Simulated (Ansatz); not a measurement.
1,2-elimination

Start structure (SiH₂SOF₂, singlet), relaxed at PBE0-D4/def2-TZVP:

Si1  (-0.376, -0.184, 0.106)
O2  (0.500, 0.922, 0.895)
S3  (0.870, -1.493, -0.953)
H4  (1.591, -0.480, -1.466)
F5  (-1.425, 0.570, -0.813)
F6  (-1.237, -1.080, 1.083)
H7  (0.076, 1.745, 1.148)
(Å)

The step: SiH₂SOF₂ ([OH][Si]([F])([F])[SH]) → SiSF₂ ([F][Si]([F])[S]) + H₂O (still joined by a long Si–O bond); bonds formed: O2–H4; bonds broken: S3–H4; bonds weakened to dative contacts: Si1–O2. Program: Ansatz 0.2.0. Basis: def2-TZVPP and def2-QZVPP. Cores are frozen in the correlated methods. Extrapolation: Hartree–Fock as exp(−7.88 √X), correlation as X^−2.97. Energies below are by CCSD(T) at an estimated basis limit (MP2 extrapolated from triple and quadruple zeta, plus CCSD(T) − MP2 in triple zeta).

(1) What are the electronic barrier and the energy of the step, from the start structure to the end structure? (To be estimated.)

The T1 diagnostic stays at or below 0.013.

Answers

(1) Computed: Barrier 1.750 eV; step energy 1.405 eV (uphill); reverse barrier, their difference, 0.344 eV. Barrier and step energy count from the start structure, the reverse barrier from the end structure.

The saddle point: One imaginary mode of 1092i cm⁻¹.
```csv
pair,start (Å),saddle (Å),end (Å)
O2–H4,2.95,1.17,0.97
Si1–O2,1.62,1.78,1.90
S3–H4,1.34,1.81,2.75
```

Zero-point energy (harmonic, PBE0-D4): ZPE is 0.828 eV at the start and 0.794 eV at the saddle, so the barrier goes from 1.750 to 1.716 eV.

First-order rate constant out of the start structure at 698 K by transition-state theory, with harmonic vibrational free energies alone and no tunnelling: ΔA‡ = 1.844 eV, so k = (kB T/h) exp(−ΔA‡/kB T) ≈ 10^0 s⁻¹ (an order of magnitude at best: rotation, the number of equivalent paths and anharmonicity are left out).

Labels in which every atom is bracketed show which atoms are joined, not bond orders.

For scale, one of the runs: CCSD(T)/def2-TZVPP, 205 basis functions, launched by `ansatz run in.yaml --threads 4 --pin off --events-out ev --progress --plain --max-ram 9574MiB`. The run took 71 s on 4 CPU threads of an Arm Neoverse V2 (shared host), with 2.7 GiB of host memory at its peak.
